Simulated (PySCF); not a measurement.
**Shapes and spin states of [CuS2]-**

These are results of PBE0 in PySCF with Cu def2-SVPD, S def2-SVPD; no relativity; density-fitted integrals, not measurements.

Relaxations began from a few typed shapes and spin states; open shells are unrestricted. The search is not exhaustive: other isomers or separated fragments can lie lower, and high-lying points may rest on an excited occupation.

```
                                                 spin  group                           bonds                           angles  imaginary modes (cm⁻¹)  ΔE (kJ/mol)  ΔE with ZPE (kJ/mol)
                                              triplet    D∞h               Cu–S 2.113 Å (×2)                    S–Cu–S 180.0°                    none          0.0                   0.0
                                              singlet    C2v  Cu–S 2.188 Å (×2), S–S 2.315 Å  Cu–S–S 58.1° (×2), S–Cu–S 63.9°                    none         55.1                  55.1
singlet (closed shell, unstable to spin polarisation)    C2v               Cu–S 2.075 Å (×2)                    S–Cu–S 152.8°                    none         82.0                  81.8
singlet (closed shell, unstable to spin polarisation)    C2v               Cu–S 2.058 Å (×2)                    S–Cu–S 110.8°                     55i         84.4                     –
singlet (closed shell, unstable to spin polarisation)     Cs       Cu–S 2.133 Å, S–S 2.075 Å                    Cu–S–S 106.5°                    none         93.8                  94.0
                                              triplet    C2v  Cu–S 2.316 Å (×2), S–S 2.088 Å  Cu–S–S 63.2° (×2), S–Cu–S 53.6°                    none        106.4                 106.7
```

The lowest minimum found is the triplet D∞h: Cu–S 2.113 Å (×2); S–Cu–S 180.0°.

Formally Cu is in oxidation state +3, d8, with 2 unpaired electrons (the high-spin count). The Mulliken spin on Cu is 0.16, so most of the spin sits on the ligands and the formal count fails. The polar-tensor charge on Cu, 0.04, is far below the formal one.

For the lowest minimum: with open d or f shells other occupations or spin states may lie lower. The lowest empty level of this anion is unbound, so it and the gap depend on the basis.
